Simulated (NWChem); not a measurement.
System: C₅H₈; SMILES C=C/C=C/C

Excerpt of the output:

```
             Northwest Computational Chemistry Package (NWChem) 7.3.0
             --------------------------------------------------------

 CS  symmetry detected

                             Geometry "geometry" -> ""
                             -------------------------

 Output coordinates in angstroms (scale by  1.889725989 to convert to a.u.)

  No.       Tag          Charge          X              Y              Z
 ---- ---------------- ---------- -------------- -------------- --------------
    1 C                    6.0000    -0.25255987     2.52923383     0.00000000
    2 C                    6.0000     0.39642950     1.35578946     0.00000000
    3 C                    6.0000    -0.24819598     0.05379694     0.00000000
    4 C                    6.0000     0.41250803    -1.11631269     0.00000000
    5 C                    6.0000    -0.21854863    -2.46581783     0.00000000
    6 H                    1.0000    -1.34628619     2.57423708     0.00000000
    7 H                    1.0000     0.28486784     3.48032304     0.00000000
    8 H                    1.0000     1.49358107     1.35342655     0.00000000
    9 H                    1.0000    -1.34606433     0.04694499     0.00000000
   10 H                    1.0000     1.51045841    -1.08857176     0.00000000
   11 H                    1.0000     0.09117126    -3.05148167     0.88247800
   12 H                    1.0000    -1.31669762    -2.40353473     0.00000000
   13 H                    1.0000     0.09117126    -3.05148167    -0.88247800

 Effective nuclear repulsion energy (a.u.)     153.1895555011

      Symmetry information
      --------------------

 Group name             Cs
 Group number              2
 Group order               2
 No. of unique centers    12

                                Z-matrix (autoz)
                                --------

 Units are Angstrom for bonds and degrees for angles

[...]

      ----------------------
      Optimization converged
      ----------------------

  Step       Energy      Delta E   Gmax     Grms     Xrms     Xmax
  ---- ---------------- -------- -------- -------- -------- --------
@    4    -193.95834857 -1.8D-07  0.00003  0.00001  0.00022  0.00058
                                     ok       ok       ok       ok

                                Z-matrix (autoz)
                                --------

 Units are Angstrom for bonds and degrees for angles

[...]

 Rotational Constants
 --------------------
 A=   0.971810 cm-1  (  1.398186 K)
 B=   0.072304 cm-1  (  0.104028 K)
 C=   0.068134 cm-1  (  0.098028 K)

 Temperature                      =   298.15K
 frequency scaling parameter      =   1.0000

 Zero-Point correction to Energy  =   76.300 kcal/mol  (  0.121592 au)
 Thermal correction to Energy     =   79.978 kcal/mol  (  0.127453 au)
 Thermal correction to Enthalpy   =   80.570 kcal/mol  (  0.128397 au)

 Total Entropy                    =   74.601 cal/mol-K
   - Translational                =   38.554 cal/mol-K (mol. weight =  68.0626)
   - Rotational                   =   25.314 cal/mol-K (symmetry #  =        1)
   - Vibrational                  =   10.734 cal/mol-K

 Cv (constant volume heat capacity) =   19.668 cal/mol-K
   - Translational                  =    2.979 cal/mol-K
   - Rotational                     =    2.979 cal/mol-K
   - Vibrational                    =   13.709 cal/mol-K

[normal modes left out]

 ----------------------------------------------------------------------------
 Normal Eigenvalue ||           Projected Infra Red Intensities
  Mode   [cm**-1]  || [atomic units] [(debye/angs)**2] [(KM/mol)] [arbitrary]
 ------ ---------- || -------------- ----------------- ---------- -----------
    1       -0.000 ||    0.000016           0.000         0.015       0.016
    2       -0.000 ||    0.000025           0.001         0.025       0.025
    3        0.000 ||    0.000042           0.001         0.041       0.042
    4        0.000 ||    0.000002           0.000         0.002       0.002
    5        0.000 ||    0.000001           0.000         0.001       0.001
    6        0.000 ||    0.000024           0.001         0.023       0.024
    7      136.352 ||    0.000500           0.012         0.488       0.498
    8      213.000 ||    0.002041           0.047         1.989       2.033
    9      218.615 ||    0.000023           0.001         0.022       0.023
   10      270.662 ||    0.002520           0.058         2.457       2.511
   11      486.308 ||    0.000732           0.017         0.713       0.729
   12      512.065 ||    0.000024           0.001         0.023       0.024
   13      703.216 ||    0.002340           0.054         2.282       2.332
   14      934.888 ||    0.004215           0.097         4.109       4.199
   15      979.992 ||    0.003103           0.072         3.025       3.091
   16     1058.324 ||    0.043912           1.013        42.808      43.747
   17     1064.019 ||    0.006043           0.139         5.891       6.020
   18     1098.490 ||    0.020677           0.477        20.157      20.599
   19     1151.987 ||    0.035963           0.830        35.059      35.828
   20     1178.137 ||    0.000793           0.018         0.773       0.790
   21     1181.807 ||    0.003473           0.080         3.386       3.460
   22     1303.376 ||    0.001030           0.024         1.004       1.026
   23     1418.301 ||    0.003927           0.091         3.828       3.912
   24     1444.130 ||    0.000338           0.008         0.330       0.337
   25     1459.105 ||    0.002256           0.052         2.199       2.248
   26     1566.094 ||    0.007804           0.180         7.608       7.775
   27     1591.180 ||    0.001095           0.025         1.068       1.091
   28     1624.738 ||    0.005471           0.126         5.333       5.450
   29     1637.788 ||    0.005755           0.133         5.610       5.733
   30     1837.249 ||    0.005513           0.127         5.375       5.493
   31     1913.691 ||    0.013783           0.318        13.436      13.731
   32     3189.072 ||    0.052270           1.206        50.955      52.073
   33     3235.080 ||    0.039915           0.921        38.911      39.765
   34     3270.178 ||    0.020836           0.481        20.312      20.758
   35     3318.469 ||    0.014751           0.340        14.380      14.696
   36     3321.886 ||    0.005532           0.128         5.393       5.512
   37     3330.133 ||    0.043311           0.999        42.222      43.148
   38     3338.456 ||    0.016124           0.372        15.718      16.063
   39     3411.349 ||    0.025293           0.584        24.657      25.198
 ----------------------------------------------------------------------------
```

Level: Hartree-Fock/6-31G* (spherical d). 

### Question
Write an input that gives this output.

### Answer
Several could match; the one computed here: the input that was run:
```
start job
memory heap 200 mb stack 900 mb global 1100 mb
geometry units angstroms
  C     -0.254717     2.531107     0.000000
  C      0.394499     1.357788     0.000000
  C     -0.249875     0.055671     0.000000
  C      0.411055    -1.114311     0.000000
  C     -0.219741    -2.463938     0.000000
  H     -1.348452     2.575899     0.000000
  H      0.282527     3.482300     0.000000
  H      1.491651     1.355637     0.000000
  H     -1.347742     0.048607     0.000000
  H      1.509000    -1.086358     0.000000
  H      0.090092    -3.049542     0.882478
  H     -1.317902    -2.401867     0.000000
  H      0.090092    -3.049542    -0.882478
end
basis spherical
  * library 6-31g*
end
dft
  xc hfexch
  iterations 150
end
driver
  maxiter 120
end
task dft optimize
task dft freq
```
